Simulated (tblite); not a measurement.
C4H5PS2.
Structure used (GFN2-xTB), in Å, numbered top down from 1:
```
atom  x, y, z in Å
C1    -2.3436   -0.3704   -0.1874
S2    -1.4018    1.1693    0.0043
C3     0.2404    0.5690    0.1484
C4     1.3121    1.3888    0.3197
P5     2.9025    0.6429    0.4449
C6     2.2765   -0.9312    0.2741
S7     0.5838   -1.1278    0.0763
H8    -2.2079   -0.9944    0.6913
H9    -3.3845   -0.0787   -0.2826
H10   -2.0147   -0.8890   -1.0835
H11    1.1820    2.4571    0.3757
H12    2.8565   -1.8363    0.2810
```

Level: GFN2-xTB in tblite, geometry and Hessian alike; calculated harmonic values, unscaled, isolated species. The method is semi-empirical: single wavenumbers can be off by several per cent or more. One conformer, not necessarily the lowest.

Q: How many normal modes are there?

A: 12 atoms, non-linear: 3N − 6 = 30.

Q: What is the point group of the computed structure, and how do the modes divide by symmetry?

A: Cs. The vibrations span 20 a′ + 10 a″.

Q: How many distinct wavenumbers does the calculation give?

A: 30: Cs has no degenerate species.

Q: How many fundamentals are allowed in the infrared by symmetry?

A: 30 of 30: in Cs every mode is allowed. All fundamentals are allowed in the Raman spectrum.

Q: What thermal excitation has the softest real mode at 77 K?

A: θ = hcν̃/k = 55 K for 38.3 cm⁻¹, so N1/N0 = 0.49 and ⟨v⟩ = 1/(exp(θ/T) − 1) = 0.96.
